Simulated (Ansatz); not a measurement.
`N[SiH](F)[S]` radical, relaxed with UKS PBE-D4/def2-SVP in Ansatz from a rough embedded geometry. The force threshold is 0.03 eV/Å; the program also tests the step.

Charge 0, multiplicity 2.

Start:

```xyz
7

N     0.221   -1.070   -0.262
Si    0.048    0.404    0.495
F    -1.262    0.327    1.396
S    -0.246    1.778   -1.099
H    -0.761   -1.263   -0.661
H     0.704   -0.895   -1.125
H     1.296    0.719    1.255
```

(1) How much energy does the relaxation release, and in how many steps? (An estimate is asked.)

(2) Which bonds change most? (Best estimate.)

(3) Give the relaxed structure. (Estimate.)

Results:

(1) Computed: 51.69 kJ/mol, in 10 steps, 2 of them rejected.

(2) Ansatz gave: N1–Si2 from 1.666 to 1.753 Å; N1–H5 from 1.078 to 1.025 Å; Si2–F3 from 1.592 to 1.637 Å; Si2–S4 from 2.125 to 2.086 Å.

(3) Computed: 
```xyz
7

N     0.061   -0.955   -0.444
Si    0.000    0.535    0.477
F    -1.131    0.415    1.654
S    -0.515    1.883   -1.030
H    -0.693   -1.190   -1.096
H     0.956   -1.366   -0.725
H     1.321    0.677    1.164
```
